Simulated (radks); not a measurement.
Results of a calculation; reference values are marked as such.
Ionisation of neutral tin, [Kr] 4d10 5s2 5p2, to Sn+, [Kr] 4d10 5s2 5p1, under several functionals. Scalar-relativistic Kohn-Sham, spin-polarised, spherical densities, finite nucleus; open shells are filled with parallel spins first (spin-orbit coupling, left out, can overturn this in heavy ions); a radial shooting solver on a logarithmic mesh with Libxc functionals.

\begin{tabular}{lrrrrrr}
functional & E(Sn) (hartree) & Exc (hartree) & IE (eV) & -e(HOMO) (eV) & <r> HOMO (bohr) & IE error (eV) \\ \hline
MS2 meta-GGA & -6176.96774 & -164.56592 & 7.363 & 4.262 & 3.177 & +0.019 \\
HCTH/407 & -6180.99580 & -168.94485 & 7.395 & 4.236 & 3.137 & +0.051 \\
exchange-only LDA & -6166.96914 & -154.57741 & 6.643 & 3.552 & 3.286 & -0.701 \\
RPBE & -6177.39404 & -165.12724 & 7.266 & 4.131 & 3.209 & -0.077 \\
TASK exchange with Perdew-Wang LDA correlation & -6176.63858 & -163.95084 & 7.594 & 4.524 & 3.098 & +0.250 \\
r2SCAN & -6177.91379 & -165.36920 & 7.511 & 4.398 & 3.168 & +0.167 \\
OLYP & -6179.49335 & -167.34998 & 7.077 & 3.920 & 3.189 & -0.267 \\
LDA (Slater exchange, Perdew-Wang correlation) & -6171.72522 & -159.40311 & 7.436 & 4.238 & 3.185 & +0.093 \\
exchange-only PBE & -6174.42876 & -162.10530 & 6.709 & 3.630 & 3.312 & -0.635 \\
\end{tabular}

NIST Atomic Spectra Database: 7.344 eV (measured). Closest: MS2 meta-GGA. The Delta-SCF values span 0.95 eV, the total energies 14.03 hartree. The highest occupied level is 5p. Open shells are spherical and high-spin; term and fine-structure splittings are not resolved. Spin-orbit splitting is averaged out at the scalar-relativistic level.
